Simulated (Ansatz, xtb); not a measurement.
**Relative energy of two conformers of C2H7OSb**

Structure X is `C[CH2][SbH][OH]`, a singlet and structure Y is `C[CH2][SbH][OH]`, a singlet. Both are isolated molecules in the gas phase, relaxed with B3LYP-D3(BJ)/def2-SVP.

X (Å):

```xyz
11

C    -0.1625    0.5342    0.8849
C    -1.1461    0.1384   -0.2125
O    -1.4135   -0.8909   -3.0693
Sb   -0.5091   -1.5891   -1.4038
H     0.0044   -0.2833    1.6068
H    -0.5320    1.3996    1.4610
H     0.8191    0.8112    0.4678
H    -1.2892    0.9369   -0.9571
H    -2.1364   -0.1086    0.2020
H     1.0255   -0.8520   -1.7349
H    -1.8128   -1.6345   -3.5418
```

Y (Å):

```
atom    x (Å)    y (Å)    z (Å)
   C  -0.3379  -0.7039   0.2164
   C  -0.2330   0.7576   0.6427
   O   2.6750   0.7265  -0.1427
  Sb   1.0994   1.8660  -0.7020
   H  -0.9342  -1.2932   0.9333
   H   0.6646  -1.1568   0.1597
   H  -0.8132  -0.8105  -0.7735
   H  -1.2116   1.2653   0.6524
   H   0.2072   0.8522   1.6466
   H   1.3806   3.1176   0.4632
   H   3.1999   0.5177  -0.9277
```

Task: Which of the two would you expect CCSD(T)/def2-SVP + ΔMP2/def2-TZVPP electronic energies to favour?

Result: Too close to call at this level: CCSD(T)/def2-SVP + ΔMP2/def2-TZVPP gives E(Y) − E(X) = −0.31 kcal/mol.

How the difference moves with the method:

| level | geometry | E(Y) − E(X) (kcal/mol) | departure from the last row (kcal/mol) | job, with rough time for the two |
| --- | --- | --- | --- | --- |
| B3LYP-D3(BJ)/def2-SVP | B3LYP-D3(BJ)/def2-SVP | −0.68 | −0.37 | optimisation, 77 s |
| HF/def2-SVP | B3LYP-D3(BJ)/def2-SVP | −0.30 | +0.01 | part of the CCSD(T) run |
| MP2/def2-SVP | B3LYP-D3(BJ)/def2-SVP | −0.71 | −0.41 | part of the CCSD(T) run |
| CCSD(T)/def2-SVP | B3LYP-D3(BJ)/def2-SVP | −0.69 | −0.38 | single point |
| CCSD(T)/def2-SVP + ΔMP2/def2-TZVPP | B3LYP-D3(BJ)/def2-SVP | −0.31 |  | single point, 39 s |

The largest departure from CCSD(T)/def2-SVP + ΔMP2/def2-TZVPP is that of MP2/def2-SVP, 0.41 kcal/mol. Levels run at GFN2-xTB geometries aren't shown. The last row adds to CCSD(T) the change of the MP2 difference between the two basis sets, here +0.38 kcal/mol.

With harmonic frequencies from B3LYP-D3(BJ)/def2-SVP (ideal gas, rigid rotor, one conformer each, 298.15 K, 1 atm): the zero-point term adds +0.08 kcal/mol; ΔH is −0.30 and ΔG +0.05 kcal/mol.

The correlated steps freeze 7 core orbitals; the filled d shell of Sb is correlated, in a basis made for valence electrons. Atoms past krypton carry core potentials in the def2 sets and no spin–orbit term is included. Programs: Ansatz 0.2.0; the last row on 2 threads of Arm Neoverse V1 on a shared host.
